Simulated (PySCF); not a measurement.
**`C#C[C@H]1C[C@H]1[NH2+][GeH3]`, [C$_{5}$H$_{10}$GeN]+, charge +1**

Geometry:
```json
{"atom": "C1", "x (Å)": "-1.573", "y (Å)": "1.595", "z (Å)": "1.576"}
{"atom": "C2", "x (Å)": "-1.388", "y (Å)": "0.455", "z (Å)": "1.251"}
{"atom": "C3", "x (Å)": "-1.088", "y (Å)": "-0.867", "z (Å)": "0.791"}
{"atom": "C4", "x (Å)": "-1.366", "y (Å)": "-1.212", "z (Å)": "-0.652"}
{"atom": "C5", "x (Å)": "0.045", "y (Å)": "-1.007", "z (Å)": "-0.201"}
{"atom": "N6", "x (Å)": "0.720", "y (Å)": "0.241", "z (Å)": "-0.574"}
{"atom": "Ge7", "x (Å)": "2.188", "y (Å)": "0.755", "z (Å)": "0.707"}
{"atom": "H8", "x (Å)": "-1.817", "y (Å)": "2.561", "z (Å)": "1.911"}
{"atom": "H9", "x (Å)": "-1.218", "y (Å)": "-1.640", "z (Å)": "1.537"}
{"atom": "H10", "x (Å)": "-1.691", "y (Å)": "-2.215", "z (Å)": "-0.881"}
{"atom": "H11", "x (Å)": "-1.820", "y (Å)": "-0.455", "z (Å)": "-1.273"}
{"atom": "H12", "x (Å)": "0.722", "y (Å)": "-1.849", "z (Å)": "-0.132"}
{"atom": "H13", "x (Å)": "1.055", "y (Å)": "0.188", "z (Å)": "-1.541"}
{"atom": "H14", "x (Å)": "0.005", "y (Å)": "0.981", "z (Å)": "-0.535"}
{"atom": "H15", "x (Å)": "1.476", "y (Å)": "0.687", "z (Å)": "2.010"}
{"atom": "H16", "x (Å)": "3.194", "y (Å)": "-0.317", "z (Å)": "0.446"}
{"atom": "H17", "x (Å)": "2.550", "y (Å)": "2.110", "z (Å)": "0.200"}
```

Total charge +1.

Computed with PySCF, TDDFT CAM-B3LYP/def2-SVPD circular dichroism and optical rotation, one conformer, gas phase. Geometry: GFN2-xTB.

The molecule is flexible and this is one conformer; a measurement averages over conformers. The calculation is non-relativistic, which matters for the atoms heavier than Zn.

Question: Draw the ECD and absorption spectra from the lowest 16 states, each a Gaussian of half-width 0.35 eV at 1/e height.

Answer: 
```tsv
E (eV)	λ (nm)	Δε (L mol⁻¹ cm⁻¹)	ε (L mol⁻¹ cm⁻¹)
5.79	214	+0.06	16.6
5.94	209	+0.15	60.4
6.09	203	+0.22	173
6.24	199	+0.04	398
6.39	194	-0.62	748
6.54	189	-1.63	1170
6.69	185	-2.43	1600
6.84	181	-2.51	1910
6.99	177	-1.91	1910
7.14	174	-0.94	1530
7.29	170	+0.52	1050
7.44	167	+3.61	899
7.59	163	+11.51	1230
7.74	160	+29.56	1910
7.89	157	+58.52	2850
8.04	154	+82.20	4040
8.19	151	+74.56	5270
8.34	149	+33.45	6100
8.49	146	-9.99	5960
```
Δε uses R in velocity form, ε uses f in length form. Only the states computed contribute, so the short-wavelength end is incomplete.
